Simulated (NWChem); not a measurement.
System: CdHOF; SMILES [OH][Cd][F]

```xyz
4

Cd     0.0033     0.0097     0.0000
F     -0.0260     1.9340     0.0000
O     -0.0898    -1.9428     0.0000
H      0.7935    -2.3297     0.0000
```
Atoms are numbered in this order, from 1.

Computed with NWChem. The geometry was optimised at PBE0/def2-SVP. def2 effective core potentials on Cd; no spin-orbit coupling. Ions are spin-unrestricted doublets at the neutral geometry; other ion states weren't tried.

Task: Order these by “vertical ionisation energy, ΔSCF (eV)”, lowest first: PBE/def2-TZVP; Hartree-Fock/def2-TZVP; B3LYP/def2-TZVP.

Result: Hartree-Fock/def2-TZVP (9.25), PBE/def2-TZVP (10.70), B3LYP/def2-TZVP (11.07)
